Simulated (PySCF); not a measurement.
# Polarisability and C₆ of Br⁻ (bromine, charge -1)

[Kr], closed-shell 1S. All numbers are calculated (PySCF 2.14, a scalar-relativistic core potential, in aug-cc-pwCVQZ-PP with ECP10MDF). Coupled (time-dependent) response in atomic units; α is the mean over directions.

| method | mean α (bohr³) | C₆ (like pair) | S(−4) |
| --- | --- | --- | --- |
| PBE0 | 46.79 | 521.5 | 683.3 |

S(−4) is the Cauchy moment in α(ω) = α(0) + S(−4) ω² + …

α(iu) at PBE0:

| u (hartree) | α(iu) (bohr³) |
| --- | --- |
| 0 | 46.79 |
| 0.0500 | 45.18 |
| 0.100 | 41.21 |
| 0.200 | 31.77 |
| 0.300 | 24.09 |
| 0.500 | 14.61 |
| 0.750 | 8.796 |
| 1.00 | 5.848 |
| 1.50 | 3.134 |
| 2.00 | 1.977 |
| 3.00 | 1.033 |
| 5.00 | 0.4667 |

A single London oscillator, α(iu) = α/(1 + u²/ω²), gives C₆ = (3/4) ω α². Matching the computed C₆ needs ω = 4 × 521.5 / (3 × 46.79²) = 0.318 hartree.

For an ion, C₆ is the dispersion term alone; charge-induced terms of lower order in 1/R come first.

Energies and moments cover only the electrons outside the core potential.
